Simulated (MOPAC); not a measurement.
Input for MOPAC: AM1 on LiCl-, 2S+1 = 2, a spin state set in the input, which need not be the lowest, a point of a bond scan (R = 1.986 Å). Charge -1.

```
AM1 1SCF PRECISE CHARGE=-1 UHF MS=0.5 THREADS=1
ClLi

Li     0.00000000 1     0.00000000 1     0.00000000 1
Cl     0.00000000 1     0.00000000 1     1.98574400 1
```

Program output:

```
*******************************************************************************
 **                                                                           **
 **                              MOPAC v23.2.5                                **
 **                                                                           **
 *******************************************************************************
 ** MOPAC's Digital Object Identifier: https://doi.org/10.5281/zenodo.6511958 **
 **                                                                           **
 ** Please cite the open-source release paper for use of this MOPAC version:  **
 ** J. E. Moussa and J. J. P. Stewart (2026)                                  **
 ** MOPAC: An open-source semiempirical molecular orbital program             **
 ** J. Open Source Softw., 11(119), 8025, https://doi.org/10.21105/joss.08025 **
 *******************************************************************************

                              AM1 CALCULATION RESULTS

 *******************************************************************************
 *  AM1        - The AM1 Hamiltonian to be used
 *  UHF        - UNRESTRICTED HARTREE-FOCK CALCULATION
 *
 *
 *
 *                 CHARGE ON SYSTEM = -1
 *
 *
 *
 *  MS=        - IN MECI, MAGNETIC COMPONENT OF SPIN =  0.5
 *  PRECISE    - TIGHTER CRITERIA TO BE USED
 *  1SCF       - DO 1 SCF AND THEN STOP
 *  THREADS=1  - MULTI-THREADING NOT USED
 *  T=         - A TIME OF 172800.0 SECONDS REQUESTED
 *  DUMP=N     - RESTART FILE WRITTEN EVERY 7200.0 SECONDS REQUESTED
 *******************************************************************************
AM1 1SCF PRECISE CHARGE=-1 UHF MS=0.5 THREADS=1
 ClLi

   ATOM   CHEMICAL          X               Y               Z
  NUMBER   SYMBOL      (ANGSTROMS)     (ANGSTROMS)     (ANGSTROMS)

     1      Li          0.00000000  *   0.00000000  *   0.00000000  *
     2      Cl          0.00000000  *   0.00000000  *   1.98574400  *



          CARTESIAN COORDINATES

    NO.       ATOM           X           Y           Z

     1        Li          0.0000      0.0000      0.0000
     2        Cl          0.0000      0.0000      1.9857

 Li: (AM1): J. J. P. STEWART, J. MOL. MOD., 10, 155-164 (2004)
 Cl: (AM1): M.J.S. DEWAR AND E. G. ZOEBISCH, THEOCHEM, 180, 1 (1988).

           Empirical Formula: Li Cl  =     2 atoms



      MOLECULAR POINT GROUP   :   C*v


          UHF CALCULATION, NO. OF ALPHA ELECTRONS =    5
                           NO. OF BETA  ELECTRONS =    4

 -------------------------------------------------------------------------------
 AM1 1SCF PRECISE CHARGE=-1 UHF MS=0.5 THREADS=1
 ClLi



     1SCF WAS SPECIFIED, SO BFGS WAS NOT USED
     SCF FIELD WAS ACHIEVED


                              AM1 CALCULATION
                                                       MOPAC v23.2.5 Linux




          FINAL HEAT OF FORMATION =        -21.59121 KCAL/MOL =     -90.33764 KJ/MOL


          COSMO AREA              =         80.50 SQUARE ANGSTROMS
          COSMO VOLUME            =         63.91 CUBIC ANGSTROMS

          IONIZATION POTENTIAL    =         -0.803204 EV
          ALPHA SOMO LUMO (EV)    =          0.803 12.114
          BETA  SOMO LUMO (EV)    =         -4.908  7.253
          NO. OF ALPHA ELECTRONS  =          5
          NO. OF BETA  ELECTRONS  =          4
          MOLECULAR WEIGHT        =         42.3930         POINT GROUP:  C*v

          MOLECULAR DIMENSIONS (Angstroms)

            Atom       Atom       Distance
           Cl     2   Li     1     1.98574
           Cl     2   Li     1     0.00000
           Li     1   Cl     2     0.00000


          SCF CALCULATIONS        =          1





   ATOM   CHEMICAL          X               Y               Z
  NUMBER   SYMBOL      (ANGSTROMS)     (ANGSTROMS)     (ANGSTROMS)

     1      Li          0.00000000  *   0.00000000  *   0.00000000  *
     2      Cl          0.00000000  *   0.00000000  *   1.98574400  *

                             CARTESIAN COORDINATES

   1   Li        0.000000000     0.000000000     0.000000000
   2   Cl        0.000000000     0.000000000     1.985744000


           Empirical Formula: Li Cl  =     2 atoms



      MOLECULAR POINT GROUP   :   C*v


          ALPHA EIGENVALUES
 -27.96520  -5.59469  -4.94545  -4.94545   0.80320  12.11372  12.35614  12.35614


           BETA EIGENVALUES
 -27.86413  -5.52759  -4.90820  -4.90820   7.25275  11.56754  12.20870  12.20870


              NET ATOMIC CHARGES AND DIPOLE CONTRIBUTIONS

  ATOM NO.   TYPE          CHARGE      No. of ELECS.   s-Pop       p-Pop
    1         Li          -0.281797        1.2818     0.92845     0.35335
    2         Cl          -0.718203        7.7182     1.96791     5.75030
 DIPOLE           X         Y         Z       TOTAL
 POINT-CHG.     0.000     0.000     1.126     1.126
 HYBRID        -0.000     0.000     2.101     2.101
 SUM           -0.000     0.000     3.227     3.227


          ATOMIC ORBITAL ELECTRON POPULATIONS

     Atom    s        px        py        pz
    1 Li   0.92845   0.03289   0.03289   0.28757
    2 Cl   1.96791   1.96711   1.96711   1.81608


                    (SZ)    =    0.500000
                    (S**2)  =    0.752949


          ATOMIC ORBITAL SPIN POPULATIONS

    Atom   Total    s     px     py     pz
         Atomic
    1 Li  0.9461  0.779 -0.001 -0.001  0.169
    2 Cl  0.0539  0.002  0.001  0.001  0.050

 **********************
 *                    *
 * JOB ENDED NORMALLY *
 *                    *
 **********************




 == MOPAC DONE ==
```

The run finished.

Cost: around 0.010 core-seconds (rough).
